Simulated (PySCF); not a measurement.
Structure problem from calculated spectra and properties.

Formula: C7H12P2.

| Quantity | Value |
| --- | --- |
| Triplet | lowest triplet excitation (Tamm–Dancoff): 2.20 eV [TDA CAM-B3LYP/def2-SVPD] |
| Dipole | 1.29 D [CAM-B3LYP/def2-SVPD] |
| UV, strongest line | among the 10 lowest singlet transitions: S8 at 6.47 eV (192 nm, f = 0.328) [TDDFT CAM-B3LYP/def2-SVPD] |
| Rotational structure | rotational constants A, B, C: 2.697, 0.537, 0.534 GHz [PBE0-D3(BJ)/def2-SVP] |
| Polarisability | 141.1 au [CAM-B3LYP/def2-SVPD] |
| 13C NMR | chemical shifts (computed TMS as zero) by class: 83.1 (1 C), 79.0 (1 C), 46.2 (1 C), 32.1 (3 C), 26.4 (1 C) ppm [GIAO PBE0/pcSseg-1] |

Electronic properties: PySCF, gas phase, density fitting. Levels stand in brackets. Geometry: PBE0-D3(BJ)/def2-SVP, one conformer, isolated molecule. NMR values are class means; diastereotopic atoms form classes of their own.

Task: What is the compound? Reason from the data.

Result: Numbering: `[CH:1]#[C:2][CH2:3]/[P:4]=[P:5]/[C:6]([CH3:7])([CH3:8])[CH3:9]`. 7 carbons fall into 5 classes; from least to most shielded: alkyne carbon [C2] (83.1 ppm), terminal alkyne carbon [C1] (79.0 ppm), sp3 carbon bound to phosphorus [C6] (46.2 ppm), methyl carbon [C7/C8/C9] (32.1 ppm, 3 C, up to 3.1 ppm apart in this geometry), sp3 carbon bound to phosphorus [C3] (26.4 ppm). The optimised geometry has point group C1 and is an asymmetric top. Structure: `C(C#C)/P=P/C(C)(C)C`. The assignments are read from this structure; whether some other isomer fits the data as well wasn't checked.

Conformer computed: `[CH:1]#[C:2][CH2:3]/[P:4]=[P:5]/[C:6]([CH3:7])([CH3:8])[CH3:9]`: C2–C3–P4–P5 116°, P4–P5–C6–C7 122°.
